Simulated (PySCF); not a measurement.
Broadened absorption spectrum of 2-methoxy-1-pentene

Compound: 2-methoxy-1-pentene, C6H12O.
Numbering: `[CH2:1]=[C:2]([CH2:3][CH2:4][CH3:5])[O:6][CH3:7]` (hydrogens: H8, H9 on C1; H10, H11 on C3; H12, H13 on C4; H14, H15, H16 on C5; H17, H18, H19 on C7)

Geometry (PBE0-D3(BJ)/def2-SVP, Å), atoms numbered from 1 in this order:
```
atom  x, y, z in Å
C1     1.439   -1.020   -1.066
C2     0.592   -0.147   -0.498
C3    -0.887   -0.129   -0.734
C4    -1.698   -0.449    0.521
C5    -3.198   -0.389    0.285
O6     0.941    0.820    0.378
C7     2.287    0.933    0.739
H8     1.049   -1.766   -1.759
H9     2.512   -1.024   -0.872
H10   -1.165    0.878   -1.094
H11   -1.131   -0.839   -1.538
H12   -1.411    0.260    1.314
H13   -1.411   -1.450    0.884
H14   -3.511    0.615   -0.044
H15   -3.511   -1.102   -0.495
H16   -3.761   -0.629    1.200
H17    2.360    1.768    1.449
H18    2.925    1.147   -0.137
H19    2.656    0.012    1.224
```

Level of theory: TDDFT PBE0/def2-SVPD, vertical, gas phase, core orbitals frozen in the response (PySCF 2.14.0, density-fitted response routines).

Computed states:

```json
{"state": "S1", "E (eV)": "6.21", "f": "0.037"}
{"state": "S2", "E (eV)": "6.64", "f": "0.036"}
{"state": "S3", "E (eV)": "6.92", "f": "0.218"}
{"state": "S4", "E (eV)": "7.02", "f": "0.018"}
{"state": "S5", "E (eV)": "7.16", "f": "0.0011"}
{"state": "S6", "E (eV)": "7.52", "f": "0.064"}
```

Each state is given a Gaussian of 0.25 eV full width at half maximum, with ε(max) = 2.175×10⁸ f / Δν̃ (Δν̃ the width in cm⁻¹). The width is an assumption, not a result. The curve ends short of the highest state used, and states not computed would add to its high-energy end.

Task: Give the broadened spectrum and its maxima.

Result: 
```json
{"E (eV)": "5.84", "ε (L mol⁻¹ cm⁻¹)": "9"}
{"E (eV)": "5.86", "ε (L mol⁻¹ cm⁻¹)": "17"}
{"E (eV)": "5.89", "ε (L mol⁻¹ cm⁻¹)": "42"}
{"E (eV)": "5.91", "ε (L mol⁻¹ cm⁻¹)": "73"}
{"E (eV)": "5.94", "ε (L mol⁻¹ cm⁻¹)": "156"}
{"E (eV)": "5.96", "ε (L mol⁻¹ cm⁻¹)": "248"}
{"E (eV)": "5.99", "ε (L mol⁻¹ cm⁻¹)": "463"}
{"E (eV)": "6.01", "ε (L mol⁻¹ cm⁻¹)": "673"}
{"E (eV)": "6.04", "ε (L mol⁻¹ cm⁻¹)": "1101"}
{"E (eV)": "6.06", "ε (L mol⁻¹ cm⁻¹)": "1462"}
{"E (eV)": "6.09", "ε (L mol⁻¹ cm⁻¹)": "2094"}
{"E (eV)": "6.11", "ε (L mol⁻¹ cm⁻¹)": "2545"}
{"E (eV)": "6.14", "ε (L mol⁻¹ cm⁻¹)": "3191"}
{"E (eV)": "6.16", "ε (L mol⁻¹ cm⁻¹)": "3550"}
{"E (eV)": "6.19", "ε (L mol⁻¹ cm⁻¹)": "3897"}
{"E (eV)": "6.21", "ε (L mol⁻¹ cm⁻¹)": "3967"}
{"E (eV)": "6.24", "ε (L mol⁻¹ cm⁻¹)": "3814"}
{"E (eV)": "6.26", "ε (L mol⁻¹ cm⁻¹)": "3556"}
{"E (eV)": "6.29", "ε (L mol⁻¹ cm⁻¹)": "3001"}
{"E (eV)": "6.31", "ε (L mol⁻¹ cm⁻¹)": "2574"}
{"E (eV)": "6.34", "ε (L mol⁻¹ cm⁻¹)": "1940"}
{"E (eV)": "6.36", "ε (L mol⁻¹ cm⁻¹)": "1573"}
{"E (eV)": "6.39", "ε (L mol⁻¹ cm⁻¹)": "1169"}
{"E (eV)": "6.41", "ε (L mol⁻¹ cm⁻¹)": "1021"}
{"E (eV)": "6.44", "ε (L mol⁻¹ cm⁻¹)": "1002"}
{"E (eV)": "6.46", "ε (L mol⁻¹ cm⁻¹)": "1125"}
{"E (eV)": "6.49", "ε (L mol⁻¹ cm⁻¹)": "1496"}
{"E (eV)": "6.52", "ε (L mol⁻¹ cm⁻¹)": "2047"}
{"E (eV)": "6.54", "ε (L mol⁻¹ cm⁻¹)": "2478"}
{"E (eV)": "6.57", "ε (L mol⁻¹ cm⁻¹)": "3153"}
{"E (eV)": "6.59", "ε (L mol⁻¹ cm⁻¹)": "3585"}
{"E (eV)": "6.62", "ε (L mol⁻¹ cm⁻¹)": "4175"}
{"E (eV)": "6.64", "ε (L mol⁻¹ cm⁻¹)": "4540"}
{"E (eV)": "6.67", "ε (L mol⁻¹ cm⁻¹)": "5135"}
{"E (eV)": "6.69", "ε (L mol⁻¹ cm⁻¹)": "5657"}
{"E (eV)": "6.72", "ε (L mol⁻¹ cm⁻¹)": "6832"}
{"E (eV)": "6.74", "ε (L mol⁻¹ cm⁻¹)": "7994"}
{"E (eV)": "6.77", "ε (L mol⁻¹ cm⁻¹)": "10430"}
{"E (eV)": "6.79", "ε (L mol⁻¹ cm⁻¹)": "12508"}
{"E (eV)": "6.82", "ε (L mol⁻¹ cm⁻¹)": "16107"}
{"E (eV)": "6.84", "ε (L mol⁻¹ cm⁻¹)": "18602"}
{"E (eV)": "6.87", "ε (L mol⁻¹ cm⁻¹)": "21978"}
{"E (eV)": "6.89", "ε (L mol⁻¹ cm⁻¹)": "23668"}
{"E (eV)": "6.92", "ε (L mol⁻¹ cm⁻¹)": "24923"}
```

Maxima: 200 nm (6.21 eV), ε about 4000, made up of S1 (100%) (ε in L mol⁻¹ cm⁻¹; maxima over ε = 5, shares over 10%). At its high-energy end, 6.92 eV, the curve is still rising (ε about 25000, from S3).

Task: On this curve, what absorbance would a 10⁻⁴ mol/L sample give at 193 nm over a 1 cm path?

Result: 193 nm is 6.424 eV, where ε is about 980 L mol⁻¹ cm⁻¹, so A = ε c l ≈ 0.098 (Beer–Lambert, with the gas-phase spectrum and the assumed width).

Task: Coming from long wavelengths, where does ε first pass 100 L mol⁻¹ cm⁻¹?

Result: At about 209 nm (5.92 eV), 0.29 eV below S1.

Task: What would ε be at 6.21 eV, the highest of these maxima, with half the width (0.125 eV)?

Result: About 7930 L mol⁻¹ cm⁻¹ against 3970, a factor of about 2.00; a lone state at its own centre would give exactly 2.

One conformer stands for the species.
